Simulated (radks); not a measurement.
Species: Zn VII. Configuration: [Ar] 3d5 4s1 (not the ground configuration). Method: Dirac Kohn-Sham, PBE, spin-unpolarised, spherical densities, finite nucleus; open shells fill j = l - 1/2 first; Fermi nuclear charge, rms radius 3.9283 fm; computed with a radial shooting solver on a logarithmic mesh with Libxc functionals. Some entries of the table are withheld. Estimate them.

orbital  occ.  eigenvalue (hartree)  <r^2> (bohr^2)
1s1/2       2             -355.1355        0.003406
2s1/2       2             -47.87114         0.06023
2p1/2       2             -42.78133         0.04713
2p3/2       4             -41.90507         0.04865
3s1/2       2              -9.56964          0.4863
3p1/2       2              -7.92684          0.5077
3p3/2       4              -7.79801          0.5201
3d3/2       4              -5.04779             (1)
3d5/2       1              -5.02815             (2)
4s1/2       1                   (3)           2.870
4p1/2       0              -2.67035           3.345
4p3/2       0              -2.64732           3.401
4d3/2       0                   (4)           4.694
4d5/2       0                   (5)           4.712
5s1/2       0              -1.54845           10.19

Answer. 
(1) 3d3/2 <r^2> (bohr^2): 0.5578
(2) 3d5/2 <r^2> (bohr^2): 0.5619
(3) 4s1/2 eigenvalue (hartree): -3.13247
(4) 4d3/2 eigenvalue (hartree): -1.94116
(5) 4d5/2 eigenvalue (hartree): -1.93792
